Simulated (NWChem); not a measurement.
System: Si$_{2}$H$_{4}$OClF; SMILES [Si@H]([SiH2]Cl)(O)F

NWChem input:

```
start job
memory heap 200 mb stack 900 mb global 1100 mb
geometry units angstroms noautosym nocenter noautoz
  O      1.344948     1.523834    -0.682077
  Si     0.074982     1.235660     0.332601
  F     -1.057723     2.394024     0.158348
  Si    -0.861474    -0.799542    -0.336991
  Cl     0.481109    -2.293089     0.203342
  H      1.973759     2.212867    -0.445814
  H      0.492322     1.281099     1.763216
  H     -2.154962    -1.057972     0.359138
  H     -1.076803    -0.848876    -1.811058
end
basis spherical
  * library def2-svp
end
dft
  xc b3lyp
  iterations 150
end
cosmo
  do_cosmo_smd true
  solvent dmf
end
task dft energy
```

Excerpt of the output:

```
             Northwest Computational Chemistry Package (NWChem) 7.3.0
             --------------------------------------------------------

                             Geometry "geometry" -> ""
                             -------------------------

 Output coordinates in angstroms (scale by  1.889725989 to convert to a.u.)

  No.       Tag          Charge          X              Y              Z
 ---- ---------------- ---------- -------------- -------------- --------------
    1 O                    8.0000     1.34494800     1.52383400    -0.68207700
    2 Si                  14.0000     0.07498200     1.23566000     0.33260100
    3 F                    9.0000    -1.05772300     2.39402400     0.15834800
    4 Si                  14.0000    -0.86147400    -0.79954200    -0.33699100
    5 Cl                  17.0000     0.48110900    -2.29308900     0.20334200
    6 H                    1.0000     1.97375900     2.21286700    -0.44581400
    7 H                    1.0000     0.49232200     1.28109900     1.76321600
    8 H                    1.0000    -2.15496200    -1.05797200     0.35913800
    9 H                    1.0000    -1.07680300    -0.84887600    -1.81105800

 Effective nuclear repulsion energy (a.u.)     356.9253860000

                                 NWChem DFT Module
                                 -----------------

 Summary of "ao basis" -> "ao basis" (spherical)
 ------------------------------------------------------------------------------
       Tag                 Description            Shells   Functions and Types
 ---------------- ------------------------------  ------  ---------------------
 O                          def2-svp                 6       14   3s2p1d
 Si                         def2-svp                 8       18   4s3p1d
 F                          def2-svp                 6       14   3s2p1d
 Cl                         def2-svp                 8       18   4s3p1d
 H                          def2-svp                 3        5   2s1p

 in cosmo_initialize ...
 calling solv_data for solv:dmf

 solvent parameters
 solvname_short: dmf
 solvname_long:  N,N-dimethylformamide
 dielec:       37.2190
 dielecinf:     2.0463
 nonaqueous SMD model solvent descriptors
 dielec:       37.2190
 sola:          0.0000
 solb:          0.7400
 solc:          0.0000
 solg:         49.5600
 solh:          0.0000
 soln:          1.4305

[...]

                                COSMO-SMD solvation results
                                ---------------------------

             internal energy in gas <Psi(g)|H|Psi(g)> =     -1216.386335572704
         internal energy in solvent <Psi(s)|H|Psi(s)> =     -1216.385802370918
                               delta internal energy  =         0.000533201786 (    0.33 kcal/mol)
   total free energy in solvent <Psi(s)|H+V/2|Psi(s)> =     -1216.392661325597
 polarization energy contribution <Psi(s)|V/2|Psi(s)> =        -0.006858954679 (   -4.30 kcal/mol)
    total free energy in solvent including G(SMD-CDS) =     -1216.393817127239
                       G(SMD-CDS) energy contribution =        -0.001155801642 (   -0.73 kcal/mol)
     1 M fixed-concentration free energy of solvation =        -0.007481554535 (   -4.69 kcal/mol)

                       DFT Final Molecular Orbital Analysis
                       ------------------------------------

 Vector   31  Occ=2.000000D+00  E=-3.369860D-01
              MO Center=  7.5D-01,  4.6D-01,  6.9D-02, r^2= 4.8D+00
   Bfn.  Coefficient  Atom+Function         Bfn.  Coefficient  Atom+Function
  ----- ------------  ---------------      ----- ------------  ---------------
     6      0.375364  1 O  pz                 9      0.268294  1 O  pz
    88     -0.232061  7 H  s                 75      0.220749  5 Cl px
    89     -0.204080  7 H  s                 76      0.188635  5 Cl py
    72      0.171595  5 Cl px                 5     -0.167405  1 O  py
    77      0.147288  5 Cl pz                 4      0.136084  1 O  px

 Vector   32  Occ=2.000000D+00  E=-3.150679D-01
              MO Center= -1.0D-01, -1.9D+00, -5.1D-02, r^2= 2.8D+00
   Bfn.  Coefficient  Atom+Function         Bfn.  Coefficient  Atom+Function
  ----- ------------  ---------------      ----- ------------  ---------------
    77      0.500269  5 Cl pz                74      0.365077  5 Cl pz
    75     -0.255998  5 Cl px                71      0.212381  5 Cl pz
    93     -0.201096  8 H  s                 98      0.201103  9 H  s
    72     -0.187267  5 Cl px                94     -0.163633  8 H  s
    99      0.163349  9 H  s                 56     -0.129798  4 Si pz

 Vector   33  Occ=2.000000D+00  E=-2.869687D-01
              MO Center= -1.6D-01, -3.2D-01,  1.4D-01, r^2= 4.4D+00
   Bfn.  Coefficient  Atom+Function         Bfn.  Coefficient  Atom+Function
  ----- ------------  ---------------      ----- ------------  ---------------
    76      0.311060  5 Cl py                73      0.212560  5 Cl py
    55     -0.205318  4 Si py                17     -0.196134  2 Si s
    88      0.195510  7 H  s                 23      0.193239  2 Si py
    75      0.189225  5 Cl px                89      0.149714  7 H  s
    58     -0.141794  4 Si py                37      0.140015  3 F  py

 Vector   34  Occ=0.000000D+00  E=-2.010112D-02
              MO Center= -5.6D-01, -2.3D-01, -1.2D-01, r^2= 4.1D+00
   Bfn.  Coefficient  Atom+Function         Bfn.  Coefficient  Atom+Function
  ----- ------------  ---------------      ----- ------------  ---------------
    58      0.637703  4 Si py                57     -0.488552  4 Si px
    68      0.395164  5 Cl s                 26      0.355225  2 Si py
    76      0.350707  5 Cl py                75     -0.273355  5 Cl px
    59     -0.251091  4 Si pz                25     -0.215581  2 Si px
    35     -0.197510  3 F  s                 99     -0.188700  9 H  s

[...]
```

Level: B3LYP/def2-SVP, SMD on the gas-phase geometry. All runs use the structure optimised with PBE0/def2-SVP. Solvent: N,N-dimethylformamide.
